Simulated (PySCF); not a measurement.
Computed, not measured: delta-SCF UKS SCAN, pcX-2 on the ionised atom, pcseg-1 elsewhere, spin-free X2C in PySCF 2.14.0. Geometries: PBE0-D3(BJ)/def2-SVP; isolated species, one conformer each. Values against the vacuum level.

Problem. Rank by computed C 1s binding energy, lowest first.
A. C4 in `[CH2:1]=[C:2]([Cl:3])[CH2:4][Cl:5]`
B. C1 in `[CH3:1][CH:2]([CH3:3])[O:4][SiH2:5][NH2:6]`
C. C1 in `[CH3:1][NH2+:2][CH:3]1[CH2:4][CH2:5][CH2:6]1`
D. C5 in `[CH3:1][O:2][SiH2:3][N:4]([CH3:5])[CH3:6]`
E. C3 in `[CH3:1][NH+:2]1[CH2:3][CH2:4][CH2:5][CH2:6]1`
F. C3 in `[N:1]#[C:2][CH2:3][AsH2:4]`

Solution. B (290.47 eV), D (291.47 eV), F (292.24 eV), A (292.95 eV), E (296.97 eV), C (297.44 eV).

The highest is bonded to N and 3 H in a species of charge +1, the lowest to C and 3 H; the range is 6.97 eV.

Problem. Order these sites by rising N 1s binding energy.
A. Nitrogen in `CO[SiH2]N(C)C`
B. Nitrogen in `C[NH+]1CCCC1`
C. Nitrogen in `C[NH2+]C1CCC1`
D. Nitrogen in `CC(C)O[SiH2]N`

Solution. A (404.32 eV), D (404.70 eV), B (413.25 eV), C (413.77 eV).

From the lowest up, the atoms are bonded to: 2 C and Si (404.32); 2 H and Si (404.70); 3 C and H in a species of charge +1 (413.25); 2 C and 2 H in a species of charge +1 (413.77).
